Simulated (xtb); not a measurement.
xtb input (GFN2-xTB):

```bash
xtb mol.xyz --gfn 2 --sp --chrg 0 --uhf 0
```
mol.xyz:
```
18

C      3.16962143     0.17341571    -0.04863597
C      1.83762336    -0.40252042     0.42256676
C      0.63126389     0.27734255    -0.22100389
C     -0.70580025    -0.28973673     0.24932595
C     -1.89920491     0.38863199    -0.40666742
O     -3.15095919    -0.09492764     0.07046537
H      3.28351635     0.06643032    -1.13014029
H      4.01347116    -0.33033519     0.42616197
H      3.24228494     1.23801926     0.18649859
H      1.76248116    -0.31118897     1.51081349
H      1.80392986    -1.47495538     0.20472148
H      0.70564957     0.18547606    -1.31045777
H      0.66578459     1.35083523    -0.00421456
H     -0.79731862    -0.18649518     1.33445359
H     -0.74104193    -1.36453734     0.03244710
H     -1.83530440     0.28690060    -1.49829904
H     -1.89632263     1.45649384    -0.18008232
H     -3.20047779    -1.04002092    -0.10913799
```

Output:

```
           -------------------------------------------------
          |                Calculation Setup                |
           -------------------------------------------------

           -------------------------------------------------
          |                 G F N 2 - x T B                 |
           -------------------------------------------------

        Reference                      10.1021/acs.jctc.8b01176
      * Hamiltonian:
        H0-scaling (s, p, d)           1.850000    2.230000    2.230000
        zeta-weighting                 0.500000
      * Dispersion:
        s8                             2.700000
        a1                             0.520000
        a2                             5.000000
        s9                             5.000000
      * Repulsion:
        kExp                           1.500000    1.000000
        rExp                           1.000000
      * Coulomb:
        alpha                          2.000000
        third order                    shell-resolved
        anisotropic                    true
        a3                             3.000000
        a5                             4.000000
        cn-shift                       1.200000
        cn-exp                         4.000000
        max-rad                        5.000000

          ...................................................
          :                      SETUP                      :
          :.................................................:
          :  # basis functions                  36          :
          :  # atomic orbitals                  36          :
          :  # shells                           24          :
          :  # electrons                        38          :
          :  max. iterations                   250          :
          :  Hamiltonian                  GFN2-xTB          :
          :  restarted?                      false          :
          :  GBSA solvation                  false          :
          :  PC potential                    false          :
          :  electronic temp.          300.0000000     K    :
          :  accuracy                    1.0000000          :
          :  -> integral cutoff          0.2500000E+02      :
          :  -> integral neglect         0.1000000E-07      :
          :  -> SCF convergence          0.1000000E-05 Eh   :
          :  -> wf. convergence          0.1000000E-03 e    :
          :  Broyden damping             0.4000000          :
          :  net charge                          0          :
          :  unpaired electrons                  0          :
          ...................................................

 iter      E             dE          RMSdq      gap      omega  full diag
   1    -21.0997140 -0.210997E+02  0.320E+00   11.98       0.0  T
   2    -21.1430436 -0.433296E-01  0.174E+00   11.54       1.0  T
   3    -21.1437537 -0.710065E-03  0.771E-01   11.69       1.0  T
   4    -21.1439291 -0.175429E-03  0.106E-01   11.77       1.0  T
   5    -21.1439480 -0.188671E-04  0.615E-02   11.77       1.0  T
   6    -21.1439494 -0.140485E-05  0.779E-03   11.77       3.0  T
   7    -21.1439495 -0.147602E-06  0.410E-03   11.77       5.7  T
   8    -21.1439495 -0.110619E-07  0.743E-04   11.77      31.7  T
   9    -21.1439495 -0.899568E-09  0.297E-04   11.77      79.3  T

   *** convergence criteria satisfied after 9 iterations ***

         #    Occupation            Energy/Eh            Energy/eV
      -------------------------------------------------------------
         1        2.0000           -0.6835256             -18.5997
       ...           ...                  ...                  ...
        13        2.0000           -0.4708936             -12.8137
        14        2.0000           -0.4560970             -12.4110
        15        2.0000           -0.4463044             -12.1446
        16        2.0000           -0.4400631             -11.9747
        17        2.0000           -0.4331486             -11.7866
        18        2.0000           -0.4248662             -11.5612
        19        2.0000           -0.4095622             -11.1448 (HOMO)
        20                          0.0230106               0.6262 (LUMO)
        21                          0.0822545               2.2383
        22                          0.1007502               2.7416
        23                          0.1144585               3.1146
        24                          0.1372596               3.7350
       ...                                ...                  ...
        36                          0.2993522               8.1458
      -------------------------------------------------------------
                  HL-Gap            0.4325728 Eh           11.7709 eV
             Fermi-level           -0.1932758 Eh           -5.2593 eV

 SCC (total)                   0 d,  0 h,  0 min,  0.007 sec
 SCC setup                      ...        0 min,  0.000 sec (  1.172%)
 Dispersion                     ...        0 min,  0.000 sec (  1.191%)
 classical contributions        ...        0 min,  0.000 sec (  0.372%)
 integral evaluation            ...        0 min,  0.001 sec ( 13.712%)
 iterations                     ...        0 min,  0.003 sec ( 46.097%)
 molecular gradient             ...        0 min,  0.003 sec ( 36.011%)
 printout                       ...        0 min,  0.000 sec (  1.227%)

         :::::::::::::::::::::::::::::::::::::::::::::::::::::
         ::                     SUMMARY                     ::
         :::::::::::::::::::::::::::::::::::::::::::::::::::::
         :: total energy             -20.886566553735 Eh    ::
         :: gradient norm              0.020031604799 Eh/a0 ::
         :: HOMO-LUMO gap             11.770905523767 eV    ::
         ::.................................................::
         :: SCC energy               -21.143957881628 Eh    ::
         :: -> isotropic ES            0.027065265432 Eh    ::
         :: -> anisotropic ES          0.005207457459 Eh    ::
         :: -> anisotropic XC          0.007811439393 Eh    ::
         :: -> dispersion             -0.009026785109 Eh    ::
         :: repulsion energy           0.257391327893 Eh    ::
         :: add. restraining           0.000000000000 Eh    ::
         :: total charge              -0.000000000000 e     ::
         :::::::::::::::::::::::::::::::::::::::::::::::::::::

           -------------------------------------------------
          |                Property Printout                |
           -------------------------------------------------

    * Orbital Energies and Occupations

         #    Occupation            Energy/Eh            Energy/eV
      -------------------------------------------------------------
         1        2.0000           -0.6835256             -18.5997
       ...           ...                  ...                  ...
         7        2.0000           -0.5543264             -15.0840
         8        2.0000           -0.5263439             -14.3225
         9        2.0000           -0.5197341             -14.1427
        10        2.0000           -0.5107278             -13.8976
        11        2.0000           -0.4909227             -13.3587
        12        2.0000           -0.4864230             -13.2362
        13        2.0000           -0.4708936             -12.8137
        14        2.0000           -0.4560970             -12.4110
        15        2.0000           -0.4463044             -12.1446
        16        2.0000           -0.4400631             -11.9747
        17        2.0000           -0.4331486             -11.7866
        18        2.0000           -0.4248662             -11.5612
        19        2.0000           -0.4095622             -11.1448 (HOMO)
        20                          0.0230106               0.6262 (LUMO)
        21                          0.0822545               2.2383
        22                          0.1007502               2.7416
        23                          0.1144585               3.1146
        24                          0.1372596               3.7350
        25                          0.1433868               3.9018
        26                          0.1506778               4.1002
        27                          0.1644625               4.4753
        28                          0.1781128               4.8467
        29                          0.1794326               4.8826
        30                          0.1903853               5.1806
       ...                                ...                  ...
        36                          0.2993522               8.1458
      -------------------------------------------------------------
                  HL-Gap            0.4325728 Eh           11.7709 eV
             Fermi-level           -0.1932758 Eh           -5.2593 eV

     #   Z          covCN         q      C6AA      α(0)
     1   6 C        3.750    -0.101    22.502     6.765
     2   6 C        3.799    -0.052    21.503     6.602
     3   6 C        3.801    -0.060    21.658     6.626
     4   6 C        3.800    -0.070    21.834     6.653
     5   6 C        3.674     0.078    19.499     6.328
     6   8 O        1.654    -0.444    21.728     6.292
     7   1 H        0.924     0.033     2.539     2.492
     8   1 H        0.924     0.035     2.519     2.482
     9   1 H        0.924     0.034     2.529     2.487
    10   1 H        0.924     0.032     2.565     2.505
    11   1 H        0.924     0.030     2.591     2.517
    12   1 H        0.924     0.030     2.583     2.513
    13   1 H        0.924     0.033     2.550     2.497
    14   1 H        0.924     0.044     2.399     2.422
    15   1 H        0.924     0.029     2.600     2.522
    16   1 H        0.923     0.018     2.770     2.603
    17   1 H        0.924     0.048     2.344     2.394
    18   1 H        0.805     0.284     0.771     1.379

 Mol. C6AA /au·bohr⁶  :       2125.753374
 Mol. C8AA /au·bohr⁸  :      43657.276869
 Mol. α(0) /au        :         68.079488

Wiberg/Mayer (AO) data.
largest (>0.10) Wiberg bond orders for each atom

 ---------------------------------------------------------------------------
     #   Z sym  total        # sym  WBO       # sym  WBO       # sym  WBO
 ---------------------------------------------------------------------------
     1   6 C    3.996 --     2 C    1.019     7 H    0.988     9 H    0.988
                             8 H    0.987
     2   6 C    3.997 --     1 C    1.019     3 C    1.008    11 H    0.978
                            10 H    0.978
     3   6 C    3.996 --     2 C    1.008     4 C    1.006    13 H    0.977
                            12 H    0.977
     4   6 C    3.996 --     3 C    1.006     5 C    1.001    14 H    0.976
                            15 H    0.975
     5   6 C    3.955 --     4 C    1.001     6 O    0.994    17 H    0.973
                            16 H    0.971
     6   8 O    1.955 --     5 C    0.994    18 H    0.906
     7   1 H    0.999 --     1 C    0.988
     8   1 H    0.998 --     1 C    0.987
     9   1 H    0.999 --     1 C    0.988
    10   1 H    0.999 --     2 C    0.978
    11   1 H    0.999 --     2 C    0.978
    12   1 H    0.999 --     3 C    0.977
    13   1 H    0.999 --     3 C    0.977
    14   1 H    0.998 --     4 C    0.976
    15   1 H    0.999 --     4 C    0.975
    16   1 H    1.000 --     5 C    0.971
    17   1 H    0.998 --     5 C    0.973
    18   1 H    0.919 --     6 O    0.906
 ---------------------------------------------------------------------------

Topologies differ in total number of bonds
Writing topology from bond orders to xtbtopo.mol

molecular dipole:
                 x           y           z       tot (Debye)
 q only:        0.509      -0.302      -0.176
   full:        0.606      -0.467      -0.285       2.076
Note: The following floating-point exceptions are signalling: IEEE_UNDERFLOW_FLAG IEEE_DENORMAL
normal termination of xtb
molecular quadrupole (traceless):
                xx          xy          yy          xz          yz          zz
 q only:       -4.128       3.435       2.988       1.581      -0.118       1.141
  q+dip:       -7.698       4.519       4.930       2.696       0.777       2.768
   full:       -6.737       4.808       4.642       2.492       0.418       2.095

           -------------------------------------------------
          | TOTAL ENERGY              -20.886566553735 Eh   |
          | GRADIENT NORM               0.020031604799 Eh/α |
          | HOMO-LUMO GAP              11.770905523767 eV   |
           -------------------------------------------------

------------------------------------------------------------------------
------------------------------------------------------------------------
 total:
 SCF:
```
